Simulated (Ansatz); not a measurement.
`CN(C)c1ccc(-c2ccc(-c3ccc(-c4ccc(C#N)nc4)nc3)nc2)nc1`. Total charge 0; triplet. Geometry PBE-D4/def2-SVP, that of the neutral singlet; atoms count from 1.

```xyz
47

C    -0.863   -6.262    5.355
N     0.205   -5.285    5.449
C     1.194   -5.385    6.504
C     0.282   -4.258    4.536
C     1.304   -3.271    4.582
C     1.330   -2.258    3.626
C     0.344   -2.208    2.614
C     0.317   -1.166    1.567
C     1.247   -0.109    1.483
C     1.148    0.829    0.454
C     0.112    0.707   -0.500
C    -0.057    1.651   -1.627
C    -1.062    1.429   -2.593
C    -1.210    2.317   -3.657
C    -0.348    3.433   -3.755
C    -0.434    4.417   -4.861
C    -1.349    4.310   -5.929
C    -1.361    5.283   -6.930
C    -0.443    6.352   -6.835
C    -0.429    7.375   -7.853
N    -0.438    8.192   -8.696
N     0.443    6.478   -5.823
C     0.438    5.538   -4.878
N     0.609    3.657   -2.827
C     0.744    2.805   -1.812
N    -0.784   -0.305   -0.426
C    -0.684   -1.194    0.560
N    -0.630   -3.146    2.570
C    -0.666   -4.116    3.474
H    -0.756   -6.999    6.171
H    -0.840   -6.817    4.390
H    -1.869   -5.795    5.449
H     2.226   -5.509    6.101
H     0.971   -6.266    7.134
H     1.197   -4.488    7.164
H     2.079   -3.298    5.359
H     2.128   -1.504    3.674
H     2.057   -0.009    2.221
H     1.880    1.646    0.393
H    -1.707    0.547   -2.473
H    -1.994    2.138   -4.406
H    -2.055    3.468   -5.990
H    -2.061    5.227   -7.776
H     1.162    5.642   -4.053
H     1.541    3.053   -1.090
H    -1.430   -2.005    0.594
H    -1.491   -4.841    3.368
```

Single mean-field runs in def2-TZVP are fitted with def2-universal-jkfit. At PBE0-D4/def2-TZVP a singlet of charge 0 lies 2.50 eV below the triplet at the same geometry.

Q: Estimate the Mulliken populations of the heavy atoms from the PBE0/def2-TZVP orbitals of Ansatz.

A: 
```csv
atom,charge (e),spin (α − β)
C1,-0.36,-0.02
N2,0.02,0.16
C3,-0.35,-0.01
C4,0.19,0.15
C5,-0.23,-0.05
C6,-0.22,0.12
C7,0.24,0.03
C8,0.12,0.30
C9,-0.20,0.05
C10,-0.21,0.07
C11,0.28,0.28
C12,0.04,0.05
C13,-0.22,0.15
C14,-0.19,-0.06
C15,0.28,0.26
C16,0.06,-0.05
C17,-0.14,0.11
C18,-0.18,-0.06
C19,0.31,0.13
C20,-0.28,-0.04
N21,-0.03,0.06
N22,-0.20,-0.04
C23,-0.13,0.09
N24,-0.22,-0.06
C25,-0.10,0.15
N26,-0.21,0.04
C27,-0.14,0.08
N28,-0.21,0.09
C29,-0.16,0.00
```
Mulliken values depend strongly on the basis.

Q: Where does the spin sit?

A: Summed by element: C 1.74, N 0.25, H 0.01, of 2 unpaired in all. Largest on single atoms: C8 0.30, C11 0.28, C15 0.26.

Q: And the Mayer bond orders between heavy atoms (over 0.3)?

A: C1–N2 0.95 (1.45 Å); N2–C3 0.96 (1.45 Å); N2–C4 1.27 (1.38 Å); C4–C5 1.23 (1.42 Å); C4–C29 1.19 (1.43 Å); C5–C6 1.59 (1.39 Å); C6–C7 1.29 (1.41 Å); C7–C8 1.16 (1.48 Å); C7–N28 1.24 (1.35 Å); C8–C9 1.14 (1.41 Å); C8–C27 1.16 (1.42 Å); C9–C10 1.64 (1.40 Å); C10–C11 1.17 (1.41 Å); C11–C12 1.17 (1.48 Å); C11–N26 1.20 (1.35 Å); C12–C13 1.22 (1.41 Å); C12–C25 1.20 (1.42 Å); C13–C14 1.53 (1.39 Å); C14–C15 1.25 (1.41 Å); C15–C16 1.07 (1.48 Å); C15–N24 1.24 (1.35 Å); C16–C17 1.33 (1.41 Å); C16–C23 1.29 (1.42 Å); C17–C18 1.47 (1.40 Å); C18–C19 1.34 (1.41 Å); C19–C20 0.98 (1.44 Å); C19–N22 1.32 (1.35 Å); C20–N21 3.06 (1.17 Å); N22–C23 1.59 (1.33 Å); N24–C25 1.68 (1.33 Å); N26–C27 1.72 (1.33 Å); N28–C29 1.67 (1.33 Å).
